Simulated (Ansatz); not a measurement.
Job for Ansatz (an electronic-structure program): R-B3LYP/def2-TZVPPD on H8OSi2 (a complex), monomers drawn apart or pushed together. Files ending in .json are basis or fitting sets from the Basis Set Exchange.

Ansatz 0.2 input:
```yaml
crystal:
  periodic: [false, false, false]
  atoms:
    - {symbol: O, position_ang: [0.55588435, 0.48663644, 1.37382756]}
    - {symbol: H, position_ang: [1.00482369, -0.30707393, 1.06305605]}
    - {symbol: H, position_ang: [-0.25499551, 0.54365557, 0.85674840]}
    - {symbol: Si, position_ang: [-1.53406401, -1.46281912, 6.13558546]}
    - {symbol: Si, position_ang: [-0.37214725, 0.44923734, 6.84893127]}
    - {symbol: H, position_ang: [-2.60063408, -1.11345640, 5.16390229]}
    - {symbol: H, position_ang: [-2.18506384, -2.15702945, 7.27677587]}
    - {symbol: H, position_ang: [-0.62090043, -2.43764200, 5.48777786]}
    - {symbol: H, position_ang: [-0.92136280, 1.66711464, 6.21080326]}
    - {symbol: H, position_ang: [1.07161265, 0.33209616, 6.54258993]}
    - {symbol: H, position_ang: [-0.51452965, 0.60256287, 8.32071365]}
basis:
  gaussian:
    orbitals: def2-TZVPPD.json
hamiltonian:
  xc: {name: B3LYP}
scf: {lower_state_search: off}
```

The head of its log:

```
Functional definition: B3LYP
[...]
these checks for a lower state are left out or cut short: stability, starts, cluster_reference, orbital_swaps, neighbouring_geometries, increment
integrals: 0.19 GiB planned
1286 factors; their error is unknown
mean field: 1.50 GiB planned
mean field evaluation 1: about -17929.9375 eV, gradient 5.6e1 eV
mean field evaluation 2: about -17918.3380 eV, gradient 9.7e1 eV
```

Task: Predict the final total energy.

Result: -659.1120 hartree.
